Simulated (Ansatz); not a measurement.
Reaction: H5BSiO (SMILES BO[SiH3]) → H4BSiO (SMILES BO[SiH2], doublet) + H (doublet) (the H-Si bond breaks)
Each species at its own B3LYP-D3(BJ)/def2-TZVP minimum (Ansatz, an electronic-structure program).

Wanted: bond dissociation energy (electronic), in kcal/mol. UHF or UKS for unpaired electrons; spin-orbit terms are left out. CBS(X,Y): correlation extrapolated as X^-3, Hartree-Fock from the larger set. A bracket is a step between two methods taken in the basis named. The functionals are non-relativistic, so their misses hold any scalar relativity. Double hybrids freeze cores in their MP2 part. 'core' is core correlation in cc-pwCVTZ (1s frozen past Ne), 'X2C' scalar relativity in cc-pVTZ-DK, both at CCSD(T). For partners of very few electrons the exact lower level stands in for a higher one.

CCSD(T)/CBS(cc-pV(T+d)Z,cc-pV(Q+d)Z) + [CCSDT(Q) - CCSD(T)]/cc-pV(D+d)Z + core + X2C (Ansatz) gives 98.9 kcal/mol.

Question: How far off this value is PBE/def2-TZVPD (Ansatz), in which direction, and which of these levels come nearer: r2SCAN/def2-TZVPD, B3LYP/def2-TZVPD, wB97M-V/def2-TZVPD, B2PLYP/def2-TZVPD, CCSD(T)/CBS(cc-pV(T+d)Z,cc-pV(Q+d)Z) + core + X2C?

Answer: PBE gives 91.6 kcal/mol, 7.3 kcal/mol below it. Differences of the others: r2SCAN/def2-TZVPD (Ansatz) -5.5; B3LYP/def2-TZVPD (Ansatz) -2.7; wB97M-V/def2-TZVPD (Ansatz) -0.2; B2PLYP/def2-TZVPD (Ansatz) -2.9; CCSD(T)/CBS(cc-pV(T+d)Z,cc-pV(Q+d)Z) + core + X2C (Ansatz) 0.1 kcal/mol. Nearer than PBE: r2SCAN/def2-TZVPD, B3LYP/def2-TZVPD, wB97M-V/def2-TZVPD, B2PLYP/def2-TZVPD, CCSD(T)/CBS(cc-pV(T+d)Z,cc-pV(Q+d)Z) + core + X2C.
